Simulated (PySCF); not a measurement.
A GIAO shielding run with PySCF 2.14 (density fitting, non-relativistic, gas phase) on `CN[C@H]1C=CC[SiH2]1`, C5H11NSi:

```
$ OMP_NUM_THREADS=1 python probes_run.py task.json out

{"job": {"kind": "nmr", "xc": "PBE0", "basis": "pcSseg-1"}, "charge": 0, "multiplicity": 1}
C      2.666926    -0.316986    -0.165545
N      1.383185    -0.714970     0.374870
C      0.364672     0.331888     0.383119
C     -0.220523     0.630856    -0.973838
C     -1.519620     0.469971    -1.158335
C     -2.377796     0.038892    -0.005918
Si    -1.151841    -0.183142     1.442746
H      3.049793     0.512695     0.430140
H      3.357682    -1.155070    -0.075429
H      2.641499    -0.001409    -1.218492
H      1.029399    -1.517712    -0.136908
H      0.853791     1.230592     0.775521
H      0.443682     0.937420    -1.770178
H     -1.997010     0.647462    -2.112804
H     -2.918747    -0.873091    -0.265943
H     -3.139743     0.796307     0.187344
H     -1.423748     0.738160     2.548806
H     -1.050360    -1.565545     1.909193
```

Hardware: 1 thread of an Arm Neoverse N1, shared host. The job also computes population analyses, field gradients, ring-centre shieldings.

Q: How large is the calculation?

A: 62 electrons, 181 basis functions and 954 auxiliary functions.

Q: How long does it take, and how much memory does it need?

A: 52 s of wall time, with 14 SCF cycles and 5 response iterations; peak memory 0.82 GiB. Times on a shared host scatter by some tens of per cent.
